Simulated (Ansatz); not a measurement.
FGeH$_{5}$O$_{2}$Si (`[OH][Ge]([OH])([F])[SiH3]`) at its PBE0-D4/def2-TZVP geometry, where that method's forces vanish. The species carries charge 0 and has multiplicity 1.

```csv
atom,x (Å),y (Å),z (Å)
O1,-1.584,-1.276,0.261
Ge2,-0.426,0.044,0.464
O3,0.357,-0.187,2.021
F4,-1.445,1.460,0.552
Si5,1.209,0.329,-1.240
H6,-2.449,-0.953,-0.009
H7,-0.237,-0.565,2.676
H8,0.500,0.612,-2.510
H9,2.086,1.464,-0.866
H10,1.989,-0.927,-1.349
```

Q: For each bond, give half the difference of the two atoms' forces along it (eV/Å; positive pushes the atoms apart) under PBE-D4, r2SCAN-D4, B3LYP-D4, ωB97M-V in def2-TZVPP. (Estimate.)

A: The calculation gave: 
| bond | length (Å) | PBE-D4 | r2SCAN-D4 | B3LYP-D4 | ωB97M-V |
| --- | --- | --- | --- | --- | --- |
| O1–Ge2 | 1.768 | 0.34 | 0.07 | 0.21 | 0.08 |
| O1–H6 | 0.961 | 0.36 | 0.04 | -0.04 | -0.06 |
| Ge2–O3 | 1.758 | 0.35 | 0.09 | 0.20 | 0.07 |
| Ge2–F4 | 1.747 | 0.48 | 0.04 | 0.25 | 0.09 |
| Ge2–Si5 | 2.379 | -0.28 | -0.07 | -0.07 | -0.09 |
| O3–H7 | 0.962 | 0.36 | 0.03 | -0.04 | -0.07 |
| Si5–H8 | 1.483 | 0.09 | -0.01 | -0.08 | -0.10 |
| Si5–H9 | 1.482 | 0.08 | -0.01 | -0.08 | -0.10 |
| Si5–H10 | 1.482 | 0.08 | -0.01 | -0.08 | -0.10 |

B3LYP here is the variant with VWN-RPA as its local correlation; programs differ in this.

Program: Ansatz 0.2.0.
